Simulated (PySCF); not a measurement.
B(Cl)(GeH3)2 (BClGe2H6), SMILES Cl[B]([GeH3])[GeH3].

Geometry optimised at B3LYP-D3(BJ)/def2-SVP. This is a generated structure with no PubChem entry under its InChIKey; it may be hypothetical.

Two levels are set side by side: PBE/def2-TZVP (PySCF) and HF/def2-TZVP (PySCF). Same geometry, gas phase. Differences are taken from unrounded values.

```json
[
 {"quantity": "orbital gap (eV)", "PBE": "2.85"},
 {"quantity": "highest occupied level (eV)", "PBE": "-6.32"},
 {"quantity": "lowest empty level (eV)", "PBE": "-3.47"},
 {"quantity": "dipole moment (D)", "PBE": "0.04"},
 {"quantity": "mean polarisability (bohr³)", "PBE": "97.1"}
]
```

Question: These are the PBE values. What does HF give? (An estimate is asked for; the answer gives what the named calculation found.)

Answer: 
| quantity | HF | PBE minus HF |
|---|---|---|
| orbital gap (eV) | 11.00 | -8.15 |
| highest occupied level (eV) | -10.06 | 3.74 |
| lowest empty level (eV) | 0.94 | -4.41 |
| dipole moment (D) | 0.29 | -0.25 |
| mean polarisability (bohr³) | 85.3 | 11.9 |

PBE's occupied levels lie high since its potential decays too fast outside the molecule; exact exchange lowers them and widens the gap. PBE's more diffuse valence density responds more strongly to a field. Differences between two approximate levels are no errors against the true value.

Rough cost on one machine, each run with all the roots and properties that it gave: HF against PBE about 1/3.
